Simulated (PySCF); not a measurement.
Job file and geometry (Å, from GFN2-xTB) of an NMR shielding run on SMILES BN(CC#CC=C)[SiH2]C, C6H12BNSi, GIAO PBE0/pcSseg-1 NMR shielding, non-relativistic, gas phase (PySCF); density fitting, a coarse starting grid and PySCF grid level 2 are the driver's defaults:

```
$ OMP_NUM_THREADS=1 python probes_run.py task.json out

{"job": {"kind": "nmr", "xc": "PBE0", "basis": "pcSseg-1"}, "charge": 0, "multiplicity": 1}
B     -1.280361    -0.160344     2.263568
N     -1.062443    -0.599690     0.958532
C     -0.135388    -1.704695     0.720981
C      1.181473    -1.220366     0.355691
C      2.253477    -0.749556     0.074774
C      3.529770    -0.245043    -0.250717
C      3.721622     0.829820    -1.007055
Si    -1.743993     0.065873    -0.514990
C     -2.821090     1.577473    -0.168397
H     -2.000117     0.740586     2.454714
H     -0.753963    -0.710004     3.157332
H     -0.515316    -2.341856    -0.087336
H     -0.050277    -2.310834     1.628271
H      4.365828    -0.794315     0.166003
H      4.710273     1.192391    -1.230683
H      2.894434     1.380708    -1.423029
H     -2.539925    -1.020333    -1.118732
H     -0.629097     0.412807    -1.408715
H     -3.225068     1.967460    -1.096948
H     -2.252050     2.370805     0.305281
H     -3.656709     1.336055     0.480105
```

Problem. Write the output of this run.

Solution. 
```
coarse grid: 17728 points
cycle   1  E = -604.2315676367  dE =  9.854e-01  |g| = 5.014e-01  |ddm| = 4.342e+00
cycle   2  E = -604.2286484045  dE =  2.919e-03  |g| = 5.228e-01  |ddm| = 1.064e+00
cycle   3  E = -604.2940297794  dE = -6.538e-02  |g| = 1.037e-01  |ddm| = 5.395e-01
cycle   4  E = -604.2958956937  dE = -1.866e-03  |g| = 5.238e-02  |ddm| = 1.101e-01
cycle   5  E = -604.2964774615  dE = -5.818e-04  |g| = 1.952e-02  |ddm| = 5.053e-02
cycle   6  E = -604.2965642513  dE = -8.679e-05  |g| = 5.385e-03  |ddm| = 1.704e-02
cycle   7  E = -604.2965707482  dE = -6.497e-06  |g| = 1.234e-03  |ddm| = 5.004e-03
final grid: 165840 points
cycle   8  E = -604.3483129630  dE = -4.258e-05  |g| = 7.860e-03  |ddm| = 6.017e-02
cycle   9  E = -604.3483101426  dE =  2.820e-06  |g| = 8.696e-03  |ddm| = 1.526e-02
cycle  10  E = -604.3483289013  dE = -1.876e-05  |g| = 1.153e-03  |ddm| = 7.566e-03
cycle  11  E = -604.3483291805  dE = -2.792e-07  |g| = 2.996e-04  |ddm| = 9.933e-04
cycle  12  E = -604.3483291982  dE = -1.761e-08  |g| = 7.774e-05  |ddm| = 2.688e-04
cycle  13  E = -604.3483291997  dE = -1.498e-09  |g| = 1.913e-05  |ddm| = 9.908e-05
cycle  14  E = -604.3483291997  dE = -6.253e-11  |g| = 1.098e-05  |ddm| = 2.692e-05
converged SCF energy = -604.3483291997

GIAO shielding tensors (ppm)
atom      isotropic    diamagn.    paramagn.     s11        s22        s33       span
  0 B       56.453     197.965    -141.511     24.148     32.794    112.418     88.270
  1 N      119.773     328.276    -208.504     -7.446    126.395    240.369    247.815
  2 C      139.382     248.187    -108.805    118.785    127.214    172.147     53.362
  3 C       85.872     268.534    -182.662     12.310     23.047    222.259    209.949
  4 C       96.111     258.705    -162.594     10.482     17.626    260.226    249.744
  5 C       61.732     264.989    -203.257    -52.218     73.953    163.460    215.678
  6 C       51.638     257.444    -205.805    -72.657     62.359    165.214    237.870
  7 Si     373.875     882.661    -508.786    314.239    378.059    429.327    115.088
  8 C      191.423     254.241     -62.818    185.243    189.768    199.257     14.014
  9 H       26.890      33.140      -6.250     24.658     25.810     30.202      5.545
 10 H       26.468      31.905      -5.438     23.952     26.401     29.051      5.099
 11 H       27.644      30.469      -2.825     23.851     27.357     31.724      7.874
 12 H       27.118      29.677      -2.559     22.499     26.645     32.211      9.712
 13 H       25.609      28.582      -2.974     22.750     26.263     27.813      5.063
 14 H       25.946      27.762      -1.816     23.134     25.597     29.106      5.972
 15 H       25.720      34.891      -9.171     22.417     24.916     29.827      7.411
 16 H       26.846      30.716      -3.871     23.181     25.690     31.665      8.484
 17 H       26.429      32.915      -6.486     22.205     26.875     30.208      8.003
 18 H       31.615      29.294       2.322     27.247     28.151     39.448     12.202
 19 H       31.146      33.057      -1.910     26.868     28.829     37.742     10.874
 20 H       31.059      29.601       1.458     26.671     28.527     37.977     11.306
```

Size and cost of the density-fitted run: 220 basis functions, 81 s wall time on 1 thread of an Arm Neoverse N1, shared host; peak memory 0.97 GiB.
